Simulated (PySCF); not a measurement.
C8H8O.
Numbering: `[CH3:1][C:2]#[C:3][c:4]1[c:5]([CH2:6][CH3:7])[c:8]1=[O:9]`

NICS is the negative of the GIAO shielding at a point without a nucleus: at the ring centre (0) and 1 Å above and below it (1); zz is the component along the ring normal. Level: GIAO PBE0/pcSseg-1 (PySCF, non-relativistic, gas phase) on the GFN2-xTB geometry, one conformer.

Ring bond lengths (Å), with Mayer bond orders in brackets: C4–C5 1.367 (1.20), C5–C8 1.415 (1.03), C8–C4 1.448 (0.91).

Q: What do the NICS probes read (ppm)?

A: 
```csv
ring,type,NICS(0),"NICS(1), two faces","NICS(1)zz, two faces",rms pucker (Å),"centre to ring atoms, mean (Å)"
C4–C5–C8,3-membered carbocycle; bonds drawn aromatic by RDKit's count,-20.7,-9.5 / -9.5,-11.8 / -11.6,0.00,0.81
```

Q: What do they say, and how far can they be read as aromaticity?

A: 
- C4–C5–C8: mean NICS(1)zz -11.7 ppm, shielded. NICS(0) lies 11 ppm below the mean NICS(1).

Q: What does the geometric index give? Use HOMA with the parameters of Krygowski (1993).

A: 
- C4–C5–C8: HOMA 0.60 = 1 − EN − GEO, with mean bond length 1.410 Å, EN = α(Ropt − mean)² = 0.125 and GEO = α × variance = 0.279.

Q: How shielded are the nuclei of the rings and their hydrogens (means over atoms taken as equivalent)?

A: 
```
atoms              environment  σ isotropic (ppm)
   C4  unsaturated ring carbon               24.9
   C5  unsaturated ring carbon               15.6
   C8     ring carbonyl carbon               34.9
```

Shape of the structure used: `[CH3:1][C:2]#[C:3][c:4]1[c:5]([CH2:6][CH3:7])[c:8]1=[O:9]`: C4–C5–C6–C7 -175°.
